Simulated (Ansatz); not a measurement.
C3H7NSi (`C[SiH2]C1=NC1`), relaxed with RKS PBE-D4/def2-SVP in Ansatz 0.2.0 from a rough embedded geometry. The force threshold is 0.03 eV/Å; the program also tests the step.

Charge 0, multiplicity 1.

Start:

```xyz
12

C     1.418   -0.508   -1.338
Si    0.351   -0.753    0.090
C    -0.711    0.584    0.404
N    -1.068    1.710    0.103
C    -1.716    1.134    1.273
H     0.828   -0.418   -2.302
H     2.060   -1.428   -1.523
H     2.069    0.302   -1.256
H    -0.380   -2.026   -0.074
H     1.261   -1.047    1.261
H    -2.708    0.851    1.139
H    -1.405    1.601    2.222
```

(1) By how much does the energy fall, and how many steps does the optimiser take? (Best estimate.)

(2) Which bonds change most? (An estimate is asked.)

(3) Give the relaxed structure. (Estimate.)

Answers

(1) Computed: 0.79 eV, in 8 steps.

(2) The calculation gave: Si2–C3 from 1.735 to 1.879 Å; C1–Si2 from 1.800 to 1.882 Å; N4–C5 from 1.456 to 1.522 Å; C1–H8 from 1.042 to 1.108 Å.

(3) Ansatz gave: 
```xyz
12

C     1.457   -0.537   -1.417
Si    0.440   -0.915    0.121
C    -0.708    0.524    0.499
N    -1.007    1.678    0.039
C    -1.748    1.211    1.284
H     0.793   -0.369   -2.288
H     2.143   -1.374   -1.655
H     2.062    0.379   -1.264
H    -0.427   -2.133   -0.052
H     1.300   -1.120    1.339
H    -2.813    0.942    1.160
H    -1.492    1.713    2.235
```
